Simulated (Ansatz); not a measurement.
A calculation with Ansatz (development build ahead of 0.2.0).

```yaml
crystal:
  periodic: [false, false, false]
  atoms:
    - { symbol: Co, position_ang: [0.0, 0.0, 0.0] }
    - { symbol: Ni, position_ang: [0.0, 0.0, 3.68] }
basis:
  gaussian: { orbitals: pcseg-2 }
magnetization:
  spin_polarized: true
  initial_magnetization: 1
hamiltonian:
  xc: pbe0
```

The input is written out in the form of the current development build from the run's settings.

Results

| Property | Result |
| --- | --- |
| Converged | yes |
| Total energy | -2890.59571 hartree |
| Spin squared of the determinant | 2.376 |
| Stability test | minimum |

Caution: other spin multiplicities were not run; the unrestricted determinant is a mixture of spin states.
